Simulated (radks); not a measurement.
The fluorine anion F-, [Ne], held by a Watson sphere: a shell of charge +1 at radius R that stands for the Madelung well of a crystal (potential energy -1/R inside, -1/r outside, in hartree with lengths in bohr). Method: scalar-relativistic Kohn-Sham, LB94 model potential, spin-polarised, spherical densities, finite nucleus; Fermi nuclear charge, rms radius of each element as measured or else 0.836 A^(1/3) + 0.57 fm; computed with a radial shooting solver on a logarithmic mesh with Libxc functionals. Response by self-consistent Sternheimer equations with the Hartree and adiabatic LDA kernel, the relativistic mass of each level held fixed and spin-orbit coupling left out. The sphere does not respond.

[
 {"R (bohr)": "2.4", "e(1s) (eV)": "-684.68", "e(2s) (eV)": "-31.849", "e(2p) (eV)": "-14.021", "<r> 2p (bohr)": "1.208", "sum of <r^2> (bohr^2)": "14.78", "X-ray form factor at sin(theta)/lambda = 0.3 1/angstrom": "5.140", "alpha (bohr^3)": "7.481"},
 {"R (bohr)": "2.5", "e(1s) (eV)": "-684.43", "e(2s) (eV)": "-31.537", "e(2p) (eV)": "-13.719", "<r> 2p (bohr)": "1.212", "sum of <r^2> (bohr^2)": "14.89", "X-ray form factor at sin(theta)/lambda = 0.3 1/angstrom": "5.136", "alpha (bohr^3)": "7.743"},
 {"R (bohr)": "3.28", "e(1s) (eV)": "-682.68", "e(2s) (eV)": "-29.558", "e(2p) (eV)": "-11.772", "<r> 2p (bohr)": "1.232", "sum of <r^2> (bohr^2)": "15.50", "X-ray form factor at sin(theta)/lambda = 0.3 1/angstrom": "5.126", "alpha (bohr^3)": "9.491"},
 {"R (bohr)": "3.4", "e(1s) (eV)": "-682.45", "e(2s) (eV)": "-29.313", "e(2p) (eV)": "-11.527", "<r> 2p (bohr)": "1.234", "sum of <r^2> (bohr^2)": "15.56", "X-ray form factor at sin(theta)/lambda = 0.3 1/angstrom": "5.125", "alpha (bohr^3)": "9.709"},
 {"R (bohr)": "3.49", "e(1s) (eV)": "-682.28", "e(2s) (eV)": "-29.137", "e(2p) (eV)": "-11.352", "<r> 2p (bohr)": "1.235", "sum of <r^2> (bohr^2)": "15.61", "X-ray form factor at sin(theta)/lambda = 0.3 1/angstrom": "5.125", "alpha (bohr^3)": "9.864"},
 {"R (bohr)": "3.52", "e(1s) (eV)": "-682.23", "e(2s) (eV)": "-29.080", "e(2p) (eV)": "-11.295", "<r> 2p (bohr)": "1.235", "sum of <r^2> (bohr^2)": "15.62", "X-ray form factor at sin(theta)/lambda = 0.3 1/angstrom": "5.125", "alpha (bohr^3)": "9.914"},
 {"R (bohr)": "3.63", "e(1s) (eV)": "-682.03", "e(2s) (eV)": "-28.877", "e(2p) (eV)": "-11.092", "<r> 2p (bohr)": "1.237", "sum of <r^2> (bohr^2)": "15.66", "X-ray form factor at sin(theta)/lambda = 0.3 1/angstrom": "5.125", "alpha (bohr^3)": "10.09"},
 {"R (bohr)": "3.85", "e(1s) (eV)": "-681.67", "e(2s) (eV)": "-28.498", "e(2p) (eV)": "-10.714", "<r> 2p (bohr)": "1.239", "sum of <r^2> (bohr^2)": "15.74", "X-ray form factor at sin(theta)/lambda = 0.3 1/angstrom": "5.124", "alpha (bohr^3)": "10.41"}
]
